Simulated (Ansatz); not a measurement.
`F[Si]1(Br)CC1` + `O[SiH2][SiH2][SiH2]Cl` → `Cl[Si]1(Br)CC1` + `O[SiH2][SiH2][SiH2]F`  (redistribution)

Gas-phase electronic energies from Ansatz, PBE0-D4/def2-TZVP geometries. CBS: MP2 limit from def2 TZ/QZ plus the TZ coupled-cluster correction, frozen cores. DFT in def2-TZVPP. B3LYP here is the variant with VWN-RPA as its local correlation; programs differ in this. For Br outer-core shells are correlated without core-valence functions, which leaves a few kJ/mol of doubt a bond. Scalar relativity is left out up to krypton. Each species was taken in one conformer, which may not be the lowest.

```csv
level,ΔE (kJ/mol)
PBE-D4,3.5
r2SCAN-D4,4.8
B3LYP-D4,1.9
B2PLYP,3.1
PBE,5.2
r2SCAN,5.2
CCSD(T)/def2-TZVPP,2.5
MP2/def2-QZVPP,-0.2
```

Q: What does CCSD(T)/CBS give? (An estimate is asked.)

A: Ansatz gave: +2.1 kJ/mol. The listed levels differ from it by 1.4, 2.7, -0.2, 1.0, 3.1, 3.1, 0.4, -2.3 kJ/mol.

Largest T1 diagnostic among the species: 0.013.
